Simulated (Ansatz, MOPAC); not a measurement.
Molecule: C₂H₂Cl, charge 0, multiplicity 2. SMILES: [H]/[C]=C\Cl

Atoms: C1, C2, Cl3, H4, H5. Bonds: C1-C2, C1-H4, C2-Cl3, C2-H5.

Bond lengths (Å) and angles (degrees) optimised at AM1 with MOPAC; PM3 with MOPAC; MP2/6-31G* with Ansatz (a first-principles code), each started from the B3LYP-D3(BJ)/def2-TZVP structure (Ansatz) of the last column. A row stands for all coordinates that are equal there; 7 of 8 kinds are shown. 6-31G* holds six Cartesian d functions. No wavenumbers were computed at MP2/6-31G*, so these may be saddle points.

| coordinate | AM1 | PM3 | MP2/6-31G* | B3LYP-D3(BJ)/def2-TZVP |
|---|---|---|---|---|
| C1-C2 | 1.299 | 1.305 | 1.281 | 1.294 |
| C1-H4 | 1.061 | 1.066 | 1.078 | 1.075 |
| C2-Cl3 | 1.704 | 1.692 | 1.753 | 1.773 |
| C2-H5 | 1.100 | 1.097 | 1.083 | 1.081 |
| C1-C2-Cl3 | 123.5 | 122.5 | 123.4 | 122.6 |
| C2-C1-H4 | 164.2 | 159.0 | 140.2 | 142.7 |
| C1-C2-H5 | 123.8 | 120.7 | 124.2 | 125.4 |

Mean signed difference of all 4 bond lengths from B3LYP-D3(BJ)/def2-TZVP: AM1 -0.015 Å, PM3 -0.016 Å, MP2/6-31G* -0.007 Å.
